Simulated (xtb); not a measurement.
SbI2, SMILES [I][Sb+][I] (connectivity only; charge and spin as stated), charge +1, multiplicity 1. All values are semi-empirical tight-binding results from xtb (GFN2-xTB unless named), good for trends rather than for accurate numbers. The structure is a stationary point at GFN2-xTB. The spin state was assumed, not searched. The isomer is the one that the SMILES or the coordinates give; other isomers of the formula were not compared.

For metal compounds this method's bond lengths and energies can be far off.

Task: Estimate the properties. (An estimate is asked for; the answer gives what the named calculation found.)

Result: 
```
Item                                           Result
-------------------------------------  --------------
point group as xtb finds it                       C2v
orbital gap                                   1.73 eV
zero-point energy                        0.8 kcal/mol
G − E(el) at 298.15 K (modified RRHO)  -19.9 kcal/mol
```
